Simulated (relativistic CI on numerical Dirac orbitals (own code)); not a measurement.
# Forbidden transitions in Lu LXIV

Computed by Dirac-Coulomb-Breit CI, KLI orbitals optimised for each configuration, model QED (radiative potential, 1s self-energy scaled to tabulated hydrogen-like ionisation energies), unscaled Slater integrals (own radial code, finite nucleus).

Configuration list (outside the closed core 1s2): 2s²2p⁴, 2s2p⁵, 2p⁶, 2p⁵3s, 2p⁵3p, 2s²2p³3s, 2p⁵3d, 2s²2p³3p, 2s²2p³3d, 2s2p⁴3s, 2s2p⁴3p, 2s2p⁴3d, 2s²2p³4s, 2s²2p³4p, 2s²2p³4d, 2s²2p³4f, 2s²2p²3s², 2s2p⁴4s, 2s²2p²3s3p, 2s2p⁴4p, 2s2p⁴4d, 2s²2p³5s, 2s2p⁴4f, 2s²2p²3s3d, 2s²2p³5p, 2s²2p²3p², 2s²2p³5d, 2s²2p³5f, 2s²2p³5g, 2s²2p²3p3d, 2s2p³3s², 2s²2p²3d², 2s2p³3s3p, 2s2p³3s3d, 2s2p³3p², 2s2p⁴5s. Levels of other configurations are missing.

```csv
λ vac (Å),Lower,Upper,Type,A (s⁻¹),log gf
1.0884,2s²2p⁴ ³P2 [1],2s²2p³4f ³F4 [215],E2,6.04e+12,-2.01
1.2174,2s²2p⁴ ³P1 [3],2s2p⁴3d ³P2 [203],E2,3.39e+12,-2.42
1.2188,2s²2p⁴ ³P1 [3],2s2p⁴3d ³D3 [201],E2,5.88e+12,-2.04
1.2192,2s²2p⁴ ¹D2 [4],2s2p⁴3d ¹F3 [204],E2,4.25e+12,-2.18
1.2198,2s²2p⁴ ¹D2 [4],2s2p⁴3d ³F4 [202],E2,5.41e+12,-1.96
1.2200,2s²2p⁴ ³P2 [1],2s2p⁴3d ³F4 [109],E2,6.61e+12,-1.88
1.2250,2s²2p⁴ ¹S0 [2],2s2p⁴3d ¹D2 [112],E2,8.31e+12,-2.03
1.2274,2s²2p⁴ ¹D2 [4],2s2p⁴3d ³D3 [189],E2,6.08e+12,-2.02
1.2275,2s²2p⁴ ¹D2 [4],2s2p⁴3d ³F4 [188],E2,3.64e+12,-2.13
1.2277,2s²2p⁴ ³P1 [3],2s2p⁴3d ³F2 [182],E2,5.03e+12,-2.25
1.2278,2s²2p⁴ ³P1 [3],2s2p⁴3d ³G3 [181],E2,1.52e+12,-2.62
1.2301,2s²2p⁴ ³P1 [3],2s2p⁴3d ³F3 [179],E2,2.64e+12,-2.38
1.2301,2s²2p⁴ ¹D2 [4],2s2p⁴3d ³G3 [181],E2,7.67e+11,-2.91
1.2304,2s²2p⁴ ³P2 [1],2s2p⁴3d ³D2 [102],E2,2.55e+12,-2.54
1.2308,2s2p⁵ ³P°2 [5],2p⁵3d ³P°0 [223],E2,6.83e+12,-2.81
1.2332,2s²2p⁴ ³P2 [1],2s2p⁴3d ³F4 [98],E2,2.92e+12,-2.22
1.2347,2s²2p⁴ ¹D2 [4],2s2p⁴3d ⁵D4 [177],E2,6.32e+11,-2.89
1.2375,2s²2p⁴ ¹S0 [2],2s2p⁴3d ³D2 [102],E2,3.09e+12,-2.45
1.2386,2s²2p⁴ ¹D2 [4],2s2p⁴3d ³G4 [173],E2,4.02e+12,-2.08
1.2422,2s²2p⁴ ³P2 [1],2s2p⁴3d ³F4 [95],E2,4.02e+12,-2.08
1.2427,2s²2p⁴ ³P2 [1],2s2p⁴3d ⁵D3 [93],E2,1.80e+12,-2.53
1.2430,2s²2p⁴ ³P2 [1],2s2p⁴3d ⁵D2 [91],E2,1.06e+12,-2.91
1.2936,2s²2p⁴ ³P1 [3],2s²2p³3p ³D3 [130],E2,7.26e+11,-2.89
1.2986,2s²2p⁴ ³P2 [1],2s²2p³3p ³F4 [51],E2,9.87e+11,-2.65
1.3021,2s2p⁵ ³P°2 [5],2s2p⁴3p ³F°4 [152],E2,1.04e+12,-2.62
1.4730,2s²2p⁴ ¹D2 [4],2s²2p³3p ¹D2 [54],E2,1.04e+12,-2.77
1.4788,2s²2p⁴ ³P2 [1],2s²2p³3p ³D3 [15],E2,7.81e+11,-2.75
1.5392,2s²2p⁴ ³P2 [1],2s²2p³3p ³D2 [14],E2,1.41e+12,-2.60
1.5417,2s²2p⁴ ³P1 [3],2s²2p³3p ³F2 [34],E2,9.66e+11,-2.76
1.5420,2s²2p⁴ ¹D2 [4],2s²2p³3p ³F3 [35],E2,1.20e+12,-2.53
```

Terms are leading LS components. Brackets give the number of a level in order of energy, since labels repeat. The list gives strong lines, with weight on those to low levels, among the lowest 400 of 1493 levels, so that lines to higher ones, which can be the strongest, are missing. Levels whose partners in the same complex of configurations lie outside the list can be far off, and so can their lines. Rates are taken at the computed energies, electric ones in the length gauge.

At this charge energies of transitions that change n are usually good to better than 1 %, and those within a shell (Δn = 0) to a few per cent.

LS names give the leading component of a level, which can be under half, so a name can repeat, a term be missing and a line seem to break the LS rules.
